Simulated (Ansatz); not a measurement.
CsI, SMILES [I][Cs].

The structure is a stationary point at B3LYP-D3(BJ)/def2-TZVPD. The def2 effective core potentials stand for the cores of Cs, I; spin–orbit coupling is left out.

Two levels are set side by side: PBE/def2-TZVPD (Ansatz, a quantum-chemistry and plane-wave program) and PBE0/def2-TZVPD (Ansatz). Energy differences of separate SCF runs at the same geometry; the states with an electron removed or added have multiplicity 2 and 2. Differences are taken from unrounded values.

```
quantity                           PBE0   PBE  PBE minus PBE0
---------------------------------  ----  ----  --------------
vertical ionisation energy (eV)    7.48  7.51            0.03
vertical electron affinity (eV)    0.61  0.62            0.01
vertical singlet–triplet gap (eV)  3.87  3.81           -0.06
```
